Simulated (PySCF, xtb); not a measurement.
Se(SiH3)(OSiH3) (H6OSeSi2), SMILES [SiH3]O[Se][SiH3].

GFN2-xTB (xtb) at its own geometry gives an orbital gap of 2.69 eV and a dipole moment of 2.08 D.

Coordinates come from a PBE0-D3(BJ)/def2-SVP optimisation. This is a generated structure with no PubChem entry under its InChIKey; it may be hypothetical. Other conformers were not sampled.

Question: What does r2SCAN/def2-TZVP (PySCF) give? (An estimate is asked for; the answer gives what the named calculation found.)

Answer: gap 3.33 eV (levels -5.98 and -2.65 eV), dipole 1.12 D.
